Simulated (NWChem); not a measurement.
Everything below was run with NWChem. System: HF₃OSi, charge 0, spin multiplicity 1, at a geometry optimised with B3LYP/def2-SVP. The structure started from a generated list of species. Level: B3LYP/def2-TZVP, VWN1-RPA local correlation.

Part of the output:

```
             Northwest Computational Chemistry Package (NWChem) 7.3.0
             --------------------------------------------------------

                                NWChem Input Module
                                -------------------

 Scaling coordinates for geometry "geometry" by  1.889725989
 (inverse scale =  0.529177249)

 Turning off AUTOSYM since
 SYMMETRY directive was detected!

                             Geometry "geometry" -> ""
                             -------------------------

 Output coordinates in angstroms (scale by  1.889725989 to convert to a.u.)

  No.       Tag          Charge          X              Y              Z
 ---- ---------------- ---------- -------------- -------------- --------------
    1 O                    8.0000    -1.51132600     0.60839200     0.00000000
    2 Si                  14.0000    -0.00256500     0.01043100     0.00000000
    3 F                    9.0000     0.29389300    -0.89926900    -1.28367300
    4 F                    9.0000     1.01183900     1.23997300     0.00000000
    5 F                    9.0000     0.29389300    -0.89926900     1.28367300
    6 H                    1.0000    -2.27010900     0.01390700     0.00000000

 Effective nuclear repulsion energy (a.u.)     266.6294515258

            Nuclear Dipole moment (a.u.)
            ----------------------------
        X                 Y               Z
 ---------------- ---------------- ----------------
    -0.0000037795    -0.0000151178     0.0000000000

      Symmetry information
      --------------------

 Group name             Cs
 Group number              2
 Group order               2
 No. of unique centers     5

      Symmetry unique atoms

     1    2    3    4    6


 Summary of "ao basis" -> "" (spherical)
 ------------------------------------------------------------------------------
       Tag                 Description            Shells   Functions and Types
 ---------------- ------------------------------  ------  ---------------------
 *                         def2-tzvp                  on all atoms

                                 NWChem DFT Module
                                 -----------------

 Summary of "ao basis" -> "ao basis" (spherical)
 ------------------------------------------------------------------------------
       Tag                 Description            Shells   Functions and Types
 ---------------- ------------------------------  ------  ---------------------
[...]
 Vector   24  Occ=2.000000D+00  E=-4.115433D-01  Symmetry=a'
              MO Center= -1.1D+00,  4.2D-01, -3.0D-15, r^2= 1.9D+00
   Bfn.  Coefficient  Atom+Function         Bfn.  Coefficient  Atom+Function
  ----- ------------  ---------------      ----- ------------  ---------------
     7      0.382958  1 O  py                10      0.308263  1 O  py
    13      0.193209  1 O  py                74     -0.150360  3 F  px
   136     -0.150360  5 F  px                 4      0.133191  1 O  s
     5      0.130846  1 O  s                  6     -0.128390  1 O  px
    77     -0.120292  3 F  px               139     -0.120292  5 F  px

 Vector   25  Occ=2.000000D+00  E=-3.832356D-01  Symmetry=a"
              MO Center= -1.3D+00,  4.3D-01, -9.8D-15, r^2= 1.4D+00
   Bfn.  Coefficient  Atom+Function         Bfn.  Coefficient  Atom+Function
  ----- ------------  ---------------      ----- ------------  ---------------
     8      0.441805  1 O  pz                11      0.368425  1 O  pz
    14      0.271415  1 O  pz                74     -0.106022  3 F  px
   136      0.106022  5 F  px                77     -0.084799  3 F  px
   139      0.084799  5 F  px                75      0.061740  3 F  py
    80     -0.061557  3 F  px               137     -0.061740  5 F  py

 Vector   26  Occ=0.000000D+00  E=-1.479774D-02  Symmetry=a'
              MO Center= -1.5D+00, -1.5D-01, -2.2D-14, r^2= 4.3D+00
   Bfn.  Coefficient  Atom+Function         Bfn.  Coefficient  Atom+Function
  ----- ------------  ---------------      ----- ------------  ---------------
    36      1.089261  2 Si s                164      1.040178  6 H  s
     5     -0.902260  1 O  s                 73     -0.307279  3 F  s
   135     -0.307279  5 F  s                 13      0.266608  1 O  py
   104     -0.250710  4 F  s                 35      0.202764  2 Si s
    34     -0.169681  2 Si s                  3     -0.167414  1 O  s

 Vector   27  Occ=0.000000D+00  E= 4.987043D-02  Symmetry=a'
              MO Center= -1.7D-01, -1.6D-01, -1.2D-14, r^2= 5.9D+00
   Bfn.  Coefficient  Atom+Function         Bfn.  Coefficient  Atom+Function
  ----- ------------  ---------------      ----- ------------  ---------------
    36      1.580193  2 Si s                164     -0.909329  6 H  s
   104     -0.578095  4 F  s                 49      0.566974  2 Si px
     5      0.518032  1 O  s                 73     -0.437678  3 F  s
   135     -0.437678  5 F  s                 12     -0.343731  1 O  px
   112      0.211509  4 F  py                35      0.194139  2 Si s

 Vector   28  Occ=0.000000D+00  E= 7.216017D-02  Symmetry=a'
              MO Center= -3.2D-01, -2.1D-01, -8.8D-14, r^2= 4.8D+00
   Bfn.  Coefficient  Atom+Function         Bfn.  Coefficient  Atom+Function
  ----- ------------  ---------------      ----- ------------  ---------------
    50      1.190426  2 Si py                49      0.390958  2 Si px
   104     -0.344217  4 F  s                164      0.322405  6 H  s
    73      0.283821  3 F  s                135      0.283821  5 F  s
    47      0.264040  2 Si py                 5     -0.262488  1 O  s
    36     -0.206884  2 Si s                 13     -0.204556  1 O  py

 center of mass
 --------------
 x =   0.07147814 y =  -0.01065221 z =   0.00000000

 moments of inertia (a.u.)
 ------------------
         458.775406567802           3.297994124264           0.000000000000
           3.297994124264         453.263195712798           0.000000000000
           0.000000000000           0.000000000000         464.857436967493

     Multipole analysis of the density
     ---------------------------------

     L   x y z        total         alpha         beta         nuclear
     -   - - -        -----         -----         ----         -------
     0   0 0 0     -0.000000    -25.000000    -25.000000     50.000000

     1   1 0 0     -0.835301     -0.417649     -0.417649     -0.000004
     1   0 1 0     -0.276442     -0.138214     -0.138214     -0.000015
     1   0 0 1     -0.000000     -0.000000     -0.000000      0.000000

     2   2 0 0    -20.742106    -71.428068    -71.428068    122.114031
     2   1 1 0      1.396165      2.221314      2.221314     -3.046462
     2   1 0 1     -0.000000     -0.000000     -0.000000      0.000000
     2   0 2 0    -26.264255    -69.120998    -69.120998    111.977742
     2   0 1 1     -0.000000     -0.000000     -0.000000      0.000000
     2   0 0 2    -25.865462    -65.892855    -65.892855    105.920248

 Task  times  cpu:       18.8s     wall:       18.8s

 Total times  cpu:       18.8s     wall:       18.8s
```

Problem. Write an NWChem input that would produce this output.

Solution. One answer among several that fit: 
```
start mol
memory heap 200 mb stack 800 mb global 1000 mb
geometry units angstroms nocenter noautoz
  O     -1.511326     0.608392     0.000000
  Si    -0.002565     0.010431     0.000000
  F      0.293893    -0.899269    -1.283673
  F      1.011839     1.239973     0.000000
  F      0.293893    -0.899269     1.283673
  H     -2.270109     0.013907     0.000000
  symmetry group Cs
end
basis spherical
  * library def2-tzvp
end
dft
  xc b3lyp
  semidirect memsize 60000000 filesize 0
  iterations 100
end
task dft energy
```
